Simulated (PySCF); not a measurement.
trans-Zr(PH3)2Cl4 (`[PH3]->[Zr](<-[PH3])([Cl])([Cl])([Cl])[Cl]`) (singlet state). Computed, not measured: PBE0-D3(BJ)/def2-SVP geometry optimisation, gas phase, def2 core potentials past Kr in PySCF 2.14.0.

```
atom  x, y, z in Å
Zr1    0.0392    0.0829    0.0018
P2    -0.0769   -0.0437    2.7938
H3     0.5186    1.0434    3.4818
H4     0.6425   -1.1081    3.3883
H5    -1.2976   -0.1359    3.5081
P6     0.0031   -0.1007   -2.7915
H7     1.0903    0.5102   -3.4643
H8    -1.0672    0.5710   -3.4302
H9    -0.0381   -1.3406   -3.4776
Cl10   2.3248    0.1594    0.7420
Cl11  -2.3247    0.2595    0.3057
Cl12   0.1560    2.3485   -0.7988
Cl13   0.0605   -2.2982   -0.2369
```

Problem. What is the repulsion energy of the bare nuclei, Σ ZA·ZB/RAB?

Solution. 1517.60 Eh over 78 pairs, with full nuclear charges and distances in bohr; the largest single term is 150.57 Eh (Zr1 with Cl11).

Problem. Which two atoms are farthest apart?

Solution. H5···H7, 7.40 Å; the next longest distance is 7.38 Å.

Problem. Where is the centre of mass (commonest isotopes), and what is the radius of gyration?

Solution. Mass 297.775 u; centre at (0.029, 0.064, 0.002) Å; Rg = √(Σ m r²/M) = 2.146 Å. As Ia + Ib + Ic = 2 Σ m r², the three principal moments sum to 2742.7 u·Å².

Problem. Give the dihedral angles Cl12–Zr1–P6–H7, Cl11–Zr1–P2–H4, Cl11–Zr1–P6–H8.

Solution. Cl12–Zr1–P6–H7 56° (synclinal); Cl11–Zr1–P2–H4 130° (anticlinal); Cl11–Zr1–P6–H8 30°. Dihedral signs follow IUPAC: positive where, seen along the central bond, the front bond turns clockwise onto the rear one.

Problem. How far apart are these pairs, which share no bond: Zr1···H8, P2···H8, H3···H7, H4···H9, Cl10···Cl12?

Solution. Zr1···H8 3.639 Å (2 bonds apart); P2···H8 6.332 Å (3 bonds apart); H3···H7 6.990 Å (4 bonds apart); H4···H9 6.903 Å (4 bonds apart); Cl10···Cl12 3.445 Å (2 bonds apart).

Problem. What are the angles P2–Zr1–Cl11, Cl10–Zr1–Cl11, P2–Zr1–Cl13, Cl12–Zr1–Cl13, H7–P6–H8?

Solution. From the scalar product of the two bond vectors; for P2–Zr1–Cl11 it is 1.1006 Å² over 2.7973 × 2.3899 Å², cos θ = 0.1646. P2–Zr1–Cl11 80.5°; Cl10–Zr1–Cl11 154.0°; P2–Zr1–Cl13 93.1°; Cl12–Zr1–Cl13 154.6°; H7–P6–H8 99.3°.

Problem. Write the matrix of distances between heavy atoms (Å, lower triangle).

Solution. 
```
Zr1   0.000
P2    2.797  0.000
P6    2.800  5.586  0.000
Cl10  2.404  3.165  4.236  0.000
Cl11  2.390  3.367  3.891  4.671  0.000
Cl12  2.406  4.322  3.161  3.445  3.426  0.000
Cl13  2.393  3.780  3.370  3.482  3.539  4.682  0.000
```

Whether it is a minimum is left open (no frequencies).
